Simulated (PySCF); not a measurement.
Excitation energy of Te⁺ by level of theory

Te⁺ [Kr] 4d10 5s2 5p3 (4S) → Te⁺ [Kr] 4d10 5s1 5p3 6s1 (6S), as a difference of total energies. All numbers are calculated (PySCF 2.14, scalar relativity by spin-free X2C-1e, in aug-cc-pVTZ-DK3 (8s7p5d2f, 68 functions)). Correlated levels: valence: [Kr] 4d10 frozen. The calculations carry no spin-orbit coupling.

```
           method  excitation energy (eV)
              UHF                  15.398
              LDA                  17.989
              PBE                  17.679
             PBE0                  17.423
           r2SCAN                  17.333
             PW91                  17.720
             BP86                  17.763
            M06-L                  18.120
    MP2 (valence)                  16.408
SCS-MP2 (valence)                  16.826
```

How much does correlation contribute at MP2 (valence)?

16.408 − (15.398) = 1.010 eV, measured against UHF.

The promoted electron is Rydberg-like, and one or two diffuse shells describe it only roughly, which tends to raise the upper state.
